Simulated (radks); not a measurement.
The mean radii <r> (bohr) of the occupied orbitals of an atom or ion are listed with their occupations. Method: scalar-relativistic Kohn-Sham, LDA (Slater exchange, Perdew-Wang correlation), spin-polarised, spherical densities, finite nucleus; Fermi nuclear charge, rms radius of each element as measured or else 0.836 A^(1/3) + 0.57 fm; computed with a radial shooting solver on a logarithmic mesh with Libxc functionals.

orbital  occ.      <r>
1s up       1  0.01633
1s down     1  0.01633
2s up       1  0.06880
2s down     1  0.06880
2p up       3  0.06236
2p down     3  0.06236
3s up       1   0.1777
3s down     1   0.1777
3p up       3   0.1794
3p down     3   0.1794
3d up       5   0.1625
3d down     5   0.1625
4s up       1   0.3920
4s down     1   0.3920
4p up       3   0.4179
4p down     3   0.4179
4d up       5   0.4400
4d down     5   0.4400
5s up       1   0.8761
5s down     1   0.8761
4f up       7   0.4677
4f down     7   0.4676
5p up       3    1.005
5p down     3    1.005
5d up       5    1.345
5d down     5    1.344
7d up       1    8.036

Name the element and its charge. Open shells, if any, are filled with parallel spins first.

Answer. Z = 81, thallium, charge +2: Tl2+ in [Xe] 4f14 5d10 7d1. The 1s radius gives Z: for a bare nucleus <r> = (2 gamma + 1)/(2Z) with gamma = sqrt(1 - (Z/c)^2), 0.01613 bohr for Z = 81, and screening makes it slightly larger (0.01633 here). The occupations add up to 79, and the charge is Z minus that.
